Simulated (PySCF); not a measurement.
Trends in electronic spectra. Method used: TDDFT CAM-B3LYP/def2-SVPD, vertical, gas phase, core orbitals frozen in the response in PySCF 2.14.0, density-fitted response routines. Geometries: PBE0-D3(BJ)/def2-SVP; one conformer of each isolated species. Triplets are in the Tamm–Dancoff approximation. Relativistic effects are left out although some hold elements past zinc. Ions are computed without counter-ions or solvent.

Question: Rank by computed HOMO–LUMO gap, highest first.
A. `N[SiH2][PH3+]`
B. `[SiH3][SiH]([SiH3])C1CC1`
C. `C[O][GeH2][O]C[S@@](C)=O`
D. `CC[N](C)[Ti]([Cl])([Cl])[Cl]`
E. `[SiH3]Cc1cnsc1`
F. `FC(F)=C(F)C(F)=C(F)F`
G. `CP(c1ccco1)c1ccco1`
H. `C[AsH][SiH3]`

Answer: A (9.85 eV), B (9.62 eV), C (9.32 eV), H (9.11 eV), E (8.38 eV), F (8.25 eV), G (8.03 eV), D (7.15 eV).

```tsv
SMILES	gap (eV)	T1 (eV)	LUMO (eV)	α (au)	S1 (eV)	S1 mainly
N[SiH2][PH3+]	9.85	5.90	-4.15	56.8	6.40	H→L (96%)
[SiH3][SiH]([SiH3])C1CC1	9.62	–	0.89	124.6	6.54	H→L+1 (57%)
C[O][GeH2][O]C[S@@](C)=O	9.32	5.18	0.60	99.0	5.95	H-1→L (48%)
C[AsH][SiH3]	9.11	5.18	0.82	76.8	5.92	H→L (81%)
[SiH3]Cc1cnsc1	8.38	–	0.04	97.5	5.38	H→L (93%)
FC(F)=C(F)C(F)=C(F)F	8.25	3.17	-0.19	58.0	5.81	H→L+2 (89%)
CP(c1ccco1)c1ccco1	8.03	3.79	0.58	133.0	5.25	H→L (87%)
CC[N](C)[Ti]([Cl])([Cl])[Cl]	7.15	2.88	-1.91	125.9	3.07	H→L (94%)
```

H and L stand for HOMO and LUMO; a dash means that no computed state gives the value.

- `N[SiH2][PH3+]`: Löwdin shares by element: HOMO nitrogen 60%, phosphorus 12%, silicon 11%, hydrogen 5% or more; LUMO phosphorus 36%, silicon 22%, hydrogen 8% or more, nitrogen 7% (atoms not listed hold the other 27%).
- `[SiH3][SiH]([SiH3])C1CC1`: Löwdin shares by element: HOMO silicon 62%, carbon 9% or more (atoms not listed hold the other 29%); LUMO silicon 64%, hydrogen 11% or more (atoms not listed hold the other 25%).
- `C[O][GeH2][O]C[S@@](C)=O`: Löwdin shares by element: HOMO oxygen 53% or more, carbon 12% or more, germanium 6%, hydrogen 6% or more (atoms not listed hold the other 23%); LUMO sulfur 50%, hydrogen 7% or more, carbon 7% or more, germanium 6% (atoms not listed hold the other 30%).
- `C[AsH][SiH3]`: Löwdin shares by element: HOMO arsenic 61%, silicon 14%, carbon 10%, hydrogen 6% or more; LUMO arsenic 31%, carbon 19%, silicon 15%, hydrogen 8% or more (atoms not listed hold the other 27%).
- `[SiH3]Cc1cnsc1`: Löwdin shares by element: HOMO carbon 43% or more, sulfur 28% (atoms not listed hold the other 28%); LUMO carbon 35% or more, sulfur 21%, nitrogen 21% (atoms not listed hold the other 23%).
- `FC(F)=C(F)C(F)=C(F)F`: Löwdin shares by element: HOMO carbon 66% (atoms not listed hold the other 34%); LUMO carbon 71% (atoms not listed hold the other 29%).
- `CP(c1ccco1)c1ccco1`: Löwdin shares by element: HOMO carbon 49% or more, phosphorus 22% (atoms not listed hold the other 29%); LUMO carbon 39% or more, oxygen 12% or more (atoms not listed hold the other 50%).
- `CC[N](C)[Ti]([Cl])([Cl])[Cl]`: for S1 the Löwdin share of titanium is 10% in HOMO and 79% in LUMO (ligand-to-metal charge transfer by this measure).
